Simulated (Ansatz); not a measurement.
Stepwise reaction of `[NH]=[Nb]([NH2])([OH])[OH]` with hydrogen fluoride, as a gas-phase model of exchange steps in deposition or etching. ΔE in kJ/mol; ΔG adds harmonic PBE0-D4 terms to CCSD(T)/CBS, at 1 bar.

Isolated molecules relaxed with PBE0-D4/def2-TZVP in Ansatz; ΔE leaves out vibrations. CBS: MP2 limit from def2 TZ/QZ plus the TZ coupled-cluster correction, frozen cores. This one scheme is used for every species. DFT in def2-TZVPP. B3LYP here is the variant with VWN-RPA as its local correlation; programs differ in this. def2 core potentials past Kr. For Nb outer-core shells are correlated without core-valence functions, which leaves a few kJ/mol of doubt a bond. One conformer a species, not always the lowest.

| step | reaction | PBE-D4 | B3LYP-D4 | ωB97M-V | CCSD(T)/CBS | ΔG(500 K) |
| --- | --- | --- | --- | --- | --- | --- |
| 1 | `[NH]=[Nb]([NH2])([OH])[OH]` + H–F → `[NH]=[Nb]([NH2])([OH])[F]` + H₂O | -45.5 | -44.6 | -45.1 | -39.0 | -38.0 |
| 2 | `[NH]=[Nb]([NH2])([OH])[F]` + H–F → `[NH]=[Nb]([NH2])([F])[F]` + H₂O | -39.4 | -38.5 | -39.2 | -33.3 | -34.1 |

(1) By hand: ΔE of the 2 steps together at CCSD(T)/CBS.

## Answers

(1) (-39.0) + (-33.3) = -72.3 kJ/mol, or -36.1 kJ/mol a step.

In ΔE each step is higher than the one before. All are downhill at CCSD(T)/CBS. ΔG lies between -38.0 and -34.1 kJ/mol a step. PBE-D4 differs from CCSD(T)/CBS by -6.5 to -6.1 kJ/mol a step. Isolated molecules leave out the surface, adducts and barriers. Largest T1 diagnostic: 0.021.
